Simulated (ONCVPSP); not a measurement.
## Logarithmic derivatives: Ce, ONCV

```json
{"Element": "cerium", "Generator": "ONCVPSP 4.0.1", "Type": "optimised norm-conserving Vanderbilt (ONCV)", "Functional": "PBE", "Relativity": "scalar-relativistic", "Frozen core": "[Kr] 4d10", "Valence charge": "12", "Reference configuration": "4f2 5s2 5p6 6s2", "Partial waves": "5s+6s: rc 2.05 bohr, ncon 4, nbas 8, qcut 4.9 1/bohr, 2 projectors; 5p: rc 1.90 bohr, ncon 4, nbas 7, qcut 4.5 1/bohr, 1 projector; d scattering state at 0.08 Ha: rc 1.65 bohr, ncon 3, nbas 6, qcut 6.4 1/bohr, 1 projector; 4f: rc 1.75 bohr, ncon 3, nbas 8, qcut 10.4 1/bohr, 3 projectors, debl 2.2 Ha", "Local potential": "polynomial inside 1.45 bohr (lpopt 1, dvloc0 0 Ha)", "Core correction": "Teter function, fcfact 5, rcfact 1.7"}
```

In the d channel the program set the typed energies aside and used 0.050 Ha.

The phase is arctan(r·R′/R) of the radial function R(r), unwrapped; energies in Ha, scanned from -3 to 5 Ha. A pole is an energy at which the radial function vanishes at the test radius. The pseudo phase is shifted by a multiple of π to meet the all-electron one at the reference energy, and phase errors are pseudo minus all-electron; the curves can meet again beyond the range given. Levels narrower than the energy grid can be missing from the lists of poles. Where the grid stepped over a known ghost or core level, its pole and its step of π were put in at the level’s energy.

```
channel  radius (bohr)  reference energy (Ha)  poles, all-electron  poles, pseudo  unbroken range about the reference energy with phases within 0.05 rad  phase error 1 Ha above the reference energy (rad)
      s           2.08                  -0.13                -0.72    -0.72, 2.94                                                              below 1.8                                             -0.001
      p           1.93                  -0.76                 0.73     0.57, 3.44                                                              below 1.0                                             -0.013
      d           1.68                   0.05                 4.16    -0.02, 2.72                                                             0.0 to 1.2                                             -0.043
      f           1.77                  -0.02                 0.35           0.35                                                        the whole range                                             -0.000
```

Note: ghosts flagged at negative energy: d at -0.55 eV; GHOST(+) flagged for s at 77.8 eV. A true bound ghost makes a file unfit for plane-wave use.

Phases in the d channel:

| E (Ha) | all-electron | pseudo |
| --- | --- | --- |
| -2.98 | 1.301 | 4.366 |
| -2.76 | 1.271 | 4.347 |
| -2.54 | 1.242 | 4.326 |
| -2.32 | 1.212 | 4.302 |
| -2.10 | 1.179 | 4.273 |
| -1.88 | 1.142 | 4.239 |
| -1.66 | 1.098 | 4.199 |
| -1.44 | 1.044 | 4.148 |
| -1.22 | 0.978 | 4.085 |
| -1.00 | 0.893 | 4.003 |
| -0.78 | 0.781 | 3.896 |
| -0.56 | 0.630 | 3.752 |
| -0.34 | 0.426 | 3.557 |
| -0.12 | 0.163 | 3.301 |
| 0.10 | -0.144 | -0.144 |
| 0.32 | -0.444 | -0.451 |
| 0.54 | -0.694 | -0.713 |
| 0.76 | -0.885 | -0.915 |
| 0.98 | -1.025 | -1.066 |
| 1.20 | -1.130 | -1.179 |
| 1.42 | -1.210 | -1.267 |
| 1.64 | -1.273 | -1.337 |
| 1.86 | -1.323 | -1.396 |
| 2.08 | -1.364 | -1.446 |
| 2.30 | -1.399 | -1.491 |
| 2.52 | -1.428 | -1.533 |
| 2.74 | -1.454 | -1.575 |
| 2.96 | -1.477 | -1.617 |
| 3.18 | -1.497 | -1.664 |
| 3.40 | -1.516 | -1.718 |
| 3.62 | -1.533 | -1.785 |
| 3.84 | -1.549 | -1.878 |
| 4.06 | -1.564 | -2.018 |
| 4.28 | -1.579 | -2.260 |
| 4.50 | -1.593 | -2.710 |
| 4.72 | -1.607 | -3.361 |
| 4.94 | -1.622 | -3.857 |
